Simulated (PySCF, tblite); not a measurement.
Isomers of C6H12N2Si. All values are computed: GFN2-xTB (tblite) harmonic vibrations without scaling, gas phase. This tight-binding method is rough: wavenumbers can miss measured ones by several per cent, in bad cases by 10 to 20. Modes of hydrogen on silicon can be 10 to 20 % off. One conformer each.

Electronic energies: PBE0/pcSseg-1 single points on the GFN2-xTB geometries (PySCF, gas phase).

| SMILES | electronic energy, lowest = 0 (kJ/mol) |
| --- | --- |
| Cc1ccnn1[SiH](C)C | 0.2 |
| C[Si](C)(C)c1cn[nH]c1 | 13.4 |
| C#CC[Si@@]1(N)CCN1C | 155.3 |
| CN(C)[Si@H]1C[C@H](C#N)C1 | 152.7 |
| Cc1cnn([SiH](C)C)c1 | 0.0 |
| C=CCN([SiH3])C1=C[C@H]1N | 382.8 |
| N#C[SiH2]CNCC1CC1 | 222.0 |

Question: How do GFN2-xTB zero-point energies change the relative energies?

Answer: 
| SMILES | ZPE (kJ/mol) | of it from modes above 1550 cm⁻¹ | electronic (kJ/mol) | with ZPE, lowest = 0 (kJ/mol) | lowest mode (cm⁻¹) | rings |
| --- | --- | --- | --- | --- | --- | --- |
| Cc1cnn([SiH](C)C)c1 | 441.8 | 223.9 | 0.0 | 0.0 | 3 | 1 |
| Cc1ccnn1[SiH](C)C | 442.2 | 223.8 | 0.2 | 0.7 | 13 | 1 |
| C[Si](C)(C)c1cn[nH]c1 | 447.8 | 222.4 | 13.4 | 19.4 | 15 | 1 |
| CN(C)[Si@H]1C[C@H](C#N)C1 | 445.9 | 223.8 | 152.7 | 156.7 | 36 | 1 |
| C#CC[Si@@]1(N)CCN1C | 444.4 | 235.4 | 155.3 | 157.9 | 26 | 1 |
| N#C[SiH2]CNCC1CC1 | 439.2 | 223.1 | 222.0 | 219.5 | 29 | 1 |
| C=CCN([SiH3])C1=C[C@H]1N | 426.1 | 239.5 | 382.8 | 367.1 | 39 | 1 |

The zero-point energies span 21.7 kJ/mol, from `C=CCN([SiH3])C1=C[C@H]1N` to `C[Si](C)(C)c1cn[nH]c1`. The order is unchanged.

Question: And how do the electronic energies of GFN2-xTB itself compare?

Answer: `Cc1cnn([SiH](C)C)c1` 4.8; `Cc1ccnn1[SiH](C)C` 0.0; `C[Si](C)(C)c1cn[nH]c1` 127.0; `CN(C)[Si@H]1C[C@H](C#N)C1` 139.3; `C#CC[Si@@]1(N)CCN1C` 192.6; `N#C[SiH2]CNCC1CC1` 263.6; `C=CCN([SiH3])C1=C[C@H]1N` 277.1 kJ/mol, lowest = 0. Against the energies above, taken from the same isomer `Cc1cnn([SiH](C)C)c1`, the largest difference is 110.5 kJ/mol.

Question: What do entropy and thermal enthalpy add at 298.15 K and 1 bar (rigid rotor, harmonic oscillator, one conformer each)?

Answer: 
```
                   SMILES  point group  symmetry number  S (J/(mol K))  H − H(0) (kJ/mol)  ZPE + H − H(0) − TS (kJ/mol)
CN(C)[Si@H]1C[C@H](C#N)C1           Cs                1          438.9              32.04                         347.1
      C#CC[Si@@]1(N)CCN1C           C1                1          460.5              35.08                         342.2
        N#C[SiH2]CNCC1CC1           C1                1          454.6              32.51                         336.2
 C=CCN([SiH3])C1=C[C@H]1N           C1                1          457.6              34.09                         323.7
```

Not tabulated: `Cc1cnn([SiH](C)C)c1` (lowest mode only 3 cm⁻¹); `Cc1ccnn1[SiH](C)C` (lowest mode only 13 cm⁻¹); `C[Si](C)(C)c1cn[nH]c1` (lowest mode only 15 cm⁻¹).
